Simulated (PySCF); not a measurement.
Task: Give a PBE0-D3(BJ)/def2-SVP geometry of `CC(=O)NB(O)O`.

Result: 
```
atom  x, y, z in Å
C1     1.878   -0.001   -1.118
C2     0.695    0.467   -0.313
O3     0.568    1.635    0.027
N4    -0.222   -0.488    0.023
B5    -1.429   -0.216    0.802
O6    -2.230   -1.287    1.054
O7    -1.705    1.030    1.230
H8     2.488    0.865   -1.397
H9     2.488   -0.698   -0.522
H10    1.551   -0.533   -2.025
H11   -0.043   -1.435   -0.288
H12   -2.998   -1.025    1.572
H13   -0.976    1.617    0.933
```

Any rigid rotation of these coordinates is as good. Atoms count from 1 in this order. Of the pairs four or more bonds apart, those above aside, C2···H13 is among the closest relative to their van der Waals radii: 2.38 Å, 82 % of the sum of Bondi's values. B5 (three-coordinate boron) is planar (angles 123.2°, 120.8° and 116.0°, sum 360.0°, 0.00 Å off the plane of its three neighbours). O6 (boron-bound oxygen) is bent (angle 110.9°). H13 on O7 lies 1.79 Å from O3, 5 bonds away (angle at H 143°; Bondi radii sum to 2.72 Å): the geometry of an intramolecular hydrogen bond.

Bonds between heavy atoms (Å): C1–C2 1.506, C2=O3 1.223, C2–N4 1.365, N4–B5 1.462, B5–O6 1.361, B5–O7 1.346.

Computed, not measured: PBE0-D3(BJ)/def2-SVP geometry optimisation, gas phase in PySCF 2.14.0.

Point group: near Cs, missed by 0.15 Å at most; the miss may be what the optimiser left on a soft mode. Not checked by PBE0-D3(BJ)/def2-SVP frequencies. The numbers are those of one conformer (C1–C2–N4–B5 180°, N4–B5–O6–H 180°, N4–B5–O7–H -1°).
